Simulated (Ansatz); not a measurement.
Geometry optimisation, RKS r2SCAN/def2-SVP (Ansatz 0.2.0).

Input file:

```yaml
crystal:
  periodic: [false, false, false]
  atoms:
    - { symbol: Ge, position_ang: [-0.129916, 0.152943, 0.039454] }
    - { symbol: O, position_ang: [-0.069013, 0.162303, 1.818274] }
    - { symbol: H, position_ang: [-0.945698, 0.051881, 2.21603] }
    - { symbol: H, position_ang: [1.325154, 0.298027, -0.402703] }
    - { symbol: H, position_ang: [-0.964539, 1.360138, -0.434595] }
    - { symbol: H, position_ang: [-0.762131, -1.144993, -0.49344] }
    - { symbol: H, position_ang: [1.278604, -2.056918, 0.901358] }
    - { symbol: H, position_ang: [1.073939, -1.707981, 1.493923] }
basis:
  gaussian: { orbitals: def2-SVP }
hamiltonian:
  xc: r2scan
relax:
  f_tol: 0.03
  max_steps: 50
```

Launched with:

```bash
$ ansatz run input.yaml --threads 2 --pin off --max-ram 3072MiB --backend cpu --events-out ev --progress --plain --runs-dir out
```

Task: Where does it end, and by what steps?

Result: The run converged. The force dipped under the threshold on the way, but the program's further checks kept it going. After 18 steps the energy has fallen by 0.158 eV; H7 moved furthest, 1.45 Å.

| step | energy less start (eV) | largest force component (eV/Å) | accepted |
| --- | --- | --- | --- |
| 0 | 0.0000 | 1.396 | yes |
| 1 | -0.0968 | 0.148 | yes |
| 2 | -0.1254 | 0.077 | yes |
| 3 | -0.1306 | 0.227 | yes |
| 4 | -0.1377 | 0.100 | yes |
| 5 | -0.1325 | 0.639 | no |
| 6 | -0.1405 | 0.099 | yes |
| 7 | -0.1445 | 0.020 | yes |
| 8 | -0.1477 | 0.206 | yes |
| 9 | -0.1503 | 0.195 | yes |
| 10 | -0.1527 | 0.149 | yes |
| 11 | -0.1536 | 0.276 | yes |
| 12 | -0.1554 | 0.094 | yes |
| 13 | -0.1564 | 0.064 | yes |
| 14 | -0.1572 | 0.063 | yes |
| 15 | -0.1565 | 0.269 | no |
| 16 | -0.1578 | 0.060 | yes |
| 17 | -0.1579 | 0.070 | yes |
| 18 | -0.1581 | 0.023 | yes |

```xyz
8
Properties=species:S:1:pos:R:3
Ge -0.310 0.495 -0.228
O 0.163 0.007 1.428
H -0.593 -0.296 1.948
H 1.007 0.919 -0.878
H -1.305 1.671 -0.167
H -0.952 -0.690 -0.974
H 1.517 -2.846 2.094
H 1.278 -2.146 1.915
```

Whether the end is a true minimum wasn't checked by a vibrational analysis.

Time of the run: 27 s on 2 threads of Arm Neoverse V2 (shared host), peak memory 0.14 GiB.
